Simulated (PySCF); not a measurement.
## Dipole response of Xe(2+) (xenon, charge +2)

[Kr] 4d10 5s2 5p4, high-spin 3P determinant. All numbers are calculated (PySCF 2.14, scalar relativity through the core potential, in aug-cc-pV5Z-PP with ECP28MDF (8s8p6d4f3g2h, 139 functions)). Coupled (time-dependent) response in atomic units; α is the mean over directions.

```tsv
method	mean α (bohr³)	α xx, yy, zz	C₆ (like pair)	S(−4)
UHF	12.80	12.82, 12.74, 12.82	90.56	27.30
```

S(−4) is the Cauchy moment in α(ω) = α(0) + S(−4) ω² + …

Spin-orbit coupling is absent.

α(iu) at UHF:

| u (hartree) | α(iu) (bohr³) |
| --- | --- |
| 0 | 12.80 |
| 0.0500 | 12.73 |
| 0.100 | 12.53 |
| 0.200 | 11.80 |
| 0.300 | 10.77 |
| 0.500 | 8.489 |
| 0.750 | 6.118 |
| 1.00 | 4.495 |
| 1.50 | 2.699 |
| 2.00 | 1.829 |
| 3.00 | 1.043 |
| 5.00 | 0.4984 |

For an ion, C₆ is the dispersion term alone; charge-induced terms of lower order in 1/R come first.

The components differ because the open shell of this determinant is not spherical; for a pure term their mean is the scalar polarisability.

Energies and moments cover only the electrons outside the core potential.
